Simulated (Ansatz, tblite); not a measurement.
Forces on B₈N⁺ at its PBE0-D4/def2-SVP geometry. The state is a singlet with charge 1.

The xTB rows come from tblite. The structure comes from a short search, and lower isomers may exist.

GFN1-xTB (tblite), largest force 2.28 eV/Å:

```xyz
9
positions Å, forces eV/Å
N     1.800    0.454   -1.698    0.438   -0.005   -0.334
B     1.644    0.811   -0.422    0.023    0.462    1.967
B     0.602   -0.127   -1.777   -1.688   -1.079   -0.260
B    -0.249    0.231    2.014    0.400   -0.185    0.514
B    -1.721   -1.095    0.098   -0.115   -0.649   -0.156
B    -0.787   -0.684   -1.126    0.594    0.367    0.047
B    -1.515   -0.600    1.580   -0.154   -0.421    0.409
B     0.851    0.790    1.004    0.032   -0.139   -0.686
B    -0.625    0.220    0.328    0.469    1.647   -1.501
```

GFN2-xTB (tblite), largest force 1.06 eV/Å:

```
N -0.694 -0.137 0.628
B 0.111 0.082 0.895
B -0.659 -0.612 -0.107
B -0.084 -0.299 -0.873
B 0.766 0.466 0.232
B 0.599 0.580 0.657
B 0.632 -0.022 -0.470
B -0.529 -0.435 -0.811
B -0.143 0.377 -0.151
```

PBE-D4/def2-TZVP (Ansatz), largest force 0.76 eV/Å:

```
N 0.574 0.077 -0.494
B -0.229 0.107 0.638
B -0.626 -0.251 0.120
B 0.024 -0.026 -0.129
B 0.120 0.060 -0.005
B 0.184 0.030 0.033
B 0.068 0.037 -0.078
B 0.039 -0.100 -0.156
B -0.153 0.066 0.072
```
